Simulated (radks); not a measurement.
Problem. Species: the niobium ion Nb3+. Configuration: [Kr] 4d2. Method: Dirac Kohn-Sham, PBE, spin-unpolarised, spherical densities, point nucleus; open shells are shared between the two j in proportion to 2j + 1; computed with a radial shooting solver on a logarithmic mesh with Libxc functionals. Some entries of the table are withheld. Estimate them.

| orbital | occ. | eigenvalue (Ry) | <1/r> (bohr^-1) | <r^2> (bohr^2) |
|---|---|---|---|---|
| 1s1/2 | 2 | -1384.072 | 42.40 | 0.001757 |
| 2s1/2 | 2 | -195.5573 | 9.626 | 0.02938 |
| 2p1/2 | 2 | -179.6502 | 9.600 | (1) |
| 2p3/2 | 4 | -172.6107 | 9.164 | (2) |
| 3s1/2 | 2 | -34.54978 | 3.276 | 0.2250 |
| 3p1/2 | 2 | (3) | 3.172 | 0.2242 |
| 3p3/2 | 4 | (4) | 3.068 | 0.2348 |
| 3d3/2 | 4 | (5) | 2.872 | 0.2239 |
| 3d5/2 | 6 | (6) | 2.845 | 0.2274 |
| 4s1/2 | 2 | -6.53446 | (7) | 1.488 |
| 4p1/2 | 2 | -4.85858 | (8) | 1.794 |
| 4p3/2 | 4 | -4.69740 | (9) | 1.874 |
| 4d3/2 | 0.8 | -2.25869 | (10) | 3.415 |
| 4d5/2 | 1.2 | -2.24150 | (11) | 3.462 |

Solution. 
(1) 2p1/2 <r^2> (bohr^2): 0.02224
(2) 2p3/2 <r^2> (bohr^2): 0.02361
(3) 3p1/2 eigenvalue (Ry): -28.56178
(4) 3p3/2 eigenvalue (Ry): -27.42112
(5) 3d3/2 eigenvalue (Ry): -16.85248
(6) 3d5/2 eigenvalue (Ry): -16.64006
(7) 4s1/2 <1/r> (bohr^-1): 1.188
(8) 4p1/2 <1/r> (bohr^-1): 1.072
(9) 4p3/2 <1/r> (bohr^-1): 1.044
(10) 4d3/2 <1/r> (bohr^-1): 0.7691
(11) 4d5/2 <1/r> (bohr^-1): 0.7632
